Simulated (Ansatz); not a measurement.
`NB(Cl)Br` + `O[SiH3]` → `NB(Br)O[SiH3]` + HCl  (ligand exchange at a B–Cl bond)

Calculated with Ansatz (gas phase, PBE0-D4/def2-TZVP geometries, no zero-point term in ΔE). CCSD(T)/CBS is the MP2 limit (def2-TZVPP, def2-QZVPP) plus CCSD(T) − MP2 in def2-TZVPP, frozen cores. This one scheme is used for every species. Functionals use def2-TZVPP. B3LYP here is the variant with VWN-RPA as its local correlation; programs differ in this. HSE06 is defined as in plane-wave codes. For Br outer-core shells are correlated without core-valence functions, which leaves a few kJ/mol of doubt a bond. Scalar relativity is left out up to krypton. One conformer a species, not always the lowest.

```csv
level,ΔE (kJ/mol),difference from CCSD(T)/CBS
BLYP-D4,-44.7,0.3
PBE0-D4,-40.4,4.6
ωB97M-V,-44.6,0.4
PBE,-33.3,11.7
B3LYP,-42.5,2.5
r2SCANh,-42.0,3.0
r2SCAN0,-43.1,1.9
HSE06,-37.2,7.8
BHLYP,-48.1,-3.1
LC-ωPBE,-40.6,4.4
HF/def2-SVP,-57.6,-12.6
MP2/def2-SVP,-48.2,-3.2
CCSD/def2-SVP,-52.3,-7.3
CCSD(T)/def2-TZVPP,-46.4,-1.4
HF/CBS(def2),-55.0,-10.0
CCSD/CBS(def2),-46.8,-1.8
CCSD(T)/CBS,-45.0,0
```

Largest T1 diagnostic among the species: 0.011.

Leaving LDA and LC-ωPBE aside and taking each functional with its dispersion term where it has one, the values, not all of them listed here, spread over 17.2 kJ/mol, from BHLYP-D4 to revPBE-D4. LDA lies −9.5 kJ/mol from PBE without D4. In def2-TZVPP, CCSD(T) changes the Hartree–Fock value by +7.3 kJ/mol (the triples alone add +1.8 kJ/mol) and MP2 by +12.6 kJ/mol.
